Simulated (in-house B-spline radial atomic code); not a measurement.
**How G0W0 and RPA depend on the start: Zn VIII (Zn7+)**

Configuration [Ar] 3d5, highest spin. Computed with a B-spline radial code for spherical atoms: all electrons, scalar-relativistic (spin-free one-electron X2C), finite nucleus, each spin shell either full or empty, empty states to l = 9 with an (l + 1/2)⁻⁴ tail; G0W0 by contour deformation at full frequency.

```
            start  mean-field 3d up (eV)  G0W0 (eV)  QP weight  RPA correlation (Eh)
     Hartree-Fock                -175.46    -174.53      0.979               -1.4852
         LDA VWN5                -158.36    -173.99      0.966               -1.6182
              PBE                -158.19    -173.88      0.966                -1.616
             PBE0                -162.81    -174.06      0.971               -1.5796
           r2SCAN                -159.44    -173.90      0.969               -1.5915
            HSE06                -162.30    -174.08      0.970               -1.5818
  B3LYP (VWN-RPA)                -161.89    -174.05      0.970               -1.5876
             SCAN                -159.42    -173.83      0.968               -1.5901
             TPSS                -158.16    -173.93      0.966               -1.6079
        BHandHLYP                -167.22    -174.25      0.974               -1.5466
        CAM-B3LYP                -163.90    -174.17      0.971               -1.5761
          LC-wPBE                -163.98    -174.26      0.972               -1.5808
            wB97X                -164.44    -174.00      0.973               -1.5702
           PBEsol                -158.13          ?          ?                     ?
             BLYP                -158.00    -173.88      0.965                -1.617
          r2SCAN0                -163.72    -174.07      0.972               -1.5632
LDA exchange-only                -156.59          ?          ?                     ?
```

**Question.** What G0W0 level, weight and RPA correlation energy follow from the PBEsol start?

**Answer.** G0W0 level -173.92 eV, weight 0.966, RPA correlation -1.6165 hartree.

**Question.** What G0W0 level, weight and RPA correlation energy follow from the LDA exchange-only start?

**Answer.** G0W0 level -174.15 eV, weight 0.965, RPA correlation -1.6183 hartree.

**Question.** How much of the dependence on the start does G0W0 remove?

**Answer.** The mean-field levels span 18.9 eV and the G0W0 levels 0.7 eV. Against 173.9 ± 1.7 eV (NIST, semi-empirical) the G0W0 removal energies are off by -0.07 to +0.63 eV, with spin-orbit coupling, Breit and QED terms left out.
